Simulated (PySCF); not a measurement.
## Correlation energy of Zn(2+) (zinc, charge +2)

[Ar] 3d9 4p1, one real determinant (an excited configuration). Calculation: PySCF 2.14, in def2-QZVPPD; the non-relativistic Hamiltonian (point nucleus). Frozen: [Ne]; 18 electrons correlated.

```
  level  correlation energy (mhartree)
   CCSD                        -626.73
    (T)                         -10.98
CCSD(T)                        -637.71
```

Diagnostics: T1 = 0.0076, D1 = 0.0264, largest double amplitude 0.026.

Question: Is a single reference adequate?

Answer: Yes: T1 lies below 0.03 and no double amplitude reaches 0.07.

The reference is one real determinant that mixes LS terms of this configuration.

This basis was not built for core-valence correlation, so the inner-shell part is incomplete.
